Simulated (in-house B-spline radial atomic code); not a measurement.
How numerical settings move a run on V III (V2+), [Ar] 3d3. Computed with a B-spline radial code for spherical atoms: Dirac-Hartree-Fock, average of configuration, Fermi nucleus of rms radius 3.6002 fm.

Command:
```bash
python run_scf.py task.json out
```
Settings of the sound reference run:
```
Z                23
electrons        21
configuration    [Ar] 3d3
hamiltonian      dirac
method           hf
spin_polarised   False
nucleus          fermi
rms_radius       3.6002
mass_number      51
atomic_mass      50.94396
speed_of_light   137.036
knot_spacing     0.22
spline_order     8
gauss_points     12
box_radius       22.22
max_iterations   70
damping          0.5
damped_steps     3
diis_vectors     10
tolerance        1e-08
start            Thomas-Fermi
```

Time taken, with all properties: 1.9 s on 1 thread of Arm Neoverse N1, with other jobs on the host.

It converges in 10 iterations to -947.474619 hartree, with 3d5/2 at -28.7781 eV. The other runs change the listed settings, some to values that make no sense; their results aren't properties of the atom or ion. Radii are in bohr (the nuclear one in fm), a minus after a letter asks for a j subshell, and «unchanged» means within 1e-8 hartree. The run stops when the residual is below 10 × tolerance × max(1, Z/10), or a noise floor if that is larger, and the energy moves by less than 1e-8 × √|E| hartree; so very loose and very tight tolerances often act alike.

| changed settings | outcome |
| --- | --- |
| knot_spacing = 0.15 | converged in 10 iterations, energy unchanged, 3d5/2 level -4.4e-07 eV |
| damped_steps = 1 | converged in 9 iterations, energy unchanged, 3d5/2 level +1.1e-06 eV |
| spline_order = 6, max_iterations = 60, tolerance = 1e-06 | converged in 9 iterations, energy +3.96e-07 hartree from the reference, 3d5/2 level -1.3e-05 eV |
| knot_spacing = 2, max_iterations = 5, damped_steps = 8 | not converged after 5 iterations, last residual 3.3e-02, last energy +1.26e+02 hartree from the reference |
| box_radius = 3.33, max_iterations = 60, start = bare nucleus | converged in 10 iterations, energy +8.44e-02 hartree from the reference, 3d5/2 level +1.7e+00 eV (the program warns: 3d5/2 reaches the box edge; 3s1/2 reaches the box edge) |
| damped_steps = 0 | converged in 9 iterations, energy unchanged, 3d5/2 level +8.9e-07 eV |
| knot_spacing = 1.4 | converged in 10 iterations, energy +1.69e+01 hartree from the reference, 3d5/2 level -7.7e-02 eV (the program warns: 1s1/2 reaches the box edge; 2s1/2 reaches the box edge) |
| knot_spacing = 0.1 | converged in 9 iterations, energy unchanged, 3d5/2 level -1.3e-05 eV |
| knot_spacing = 0.3 | converged in 10 iterations, energy +6.69e-07 hartree from the reference, 3d5/2 level -9.6e-07 eV |
| knot_spacing = 0.75 | converged in 10 iterations, energy +4.97e-01 hartree from the reference, 3d5/2 level -2.3e-02 eV (the program warns: 2s1/2 reaches the box edge) |
| damped_steps = 30 | converged in 25 iterations, energy unchanged, 3d5/2 level -1.9e-06 eV |
| method = revtpss,revtpss | stopped with error: meta-GGAs are not served with the Dirac Hamiltonian |
| damped_steps = 8 | converged in 14 iterations, energy unchanged, 3d5/2 level -8.2e-07 eV |
| gauss_points = 16 | converged in 10 iterations, energy unchanged |
| knot_spacing = 2 | converged in 9 iterations, energy +1.26e+02 hartree from the reference, 3d5/2 level -1.8e+01 eV (the program warns: 3d5/2 reaches the box edge; 1s1/2 reaches the box edge) |
| knot_spacing = 0.55 | converged in 10 iterations, energy +9.11e-03 hartree from the reference, 3d5/2 level -4.9e-03 eV |

**Question.** What happens with gauss_points = 3?

**Answer.** Converged in 9 iterations, energy +2.13e-05 hartree from the reference, 3d5/2 level -8.7e-06 eV.

**Question.** What happens with knot_spacing = 1?

**Answer.** Converged in 10 iterations, energy +3.91e+00 hartree from the reference, 3d5/2 level -3.0e-01 eV.

**Question.** What happens with knot_spacing = 0.4?

**Answer.** Converged in 10 iterations, energy +1.00e-04 hartree from the reference, 3d5/2 level -3.9e-06 eV.

**Question.** What happens with gauss_points = 4?

**Answer.** Converged in 10 iterations, energy -1.90e-08 hartree from the reference.
